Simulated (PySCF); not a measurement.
K(Cl) cation (ClK), SMILES [Cl][K] (connectivity only; charge and spin as stated), charge +1, multiplicity 2.

Geometry: B3LYP-D3(BJ)/def2-TZVPD. The spin state was assumed, not searched.

Computed with PySCF with B3LYP-D3(BJ)/def2-TZVPD.

Frequencies are harmonic and unscaled.

```
mode  ν (cm⁻¹)  IR (km/mol)  moving atoms (share of kinetic energy)
----  --------  -----------  --------------------------------------
1           79         16.2                         Cl 52 %, K 48 %
```
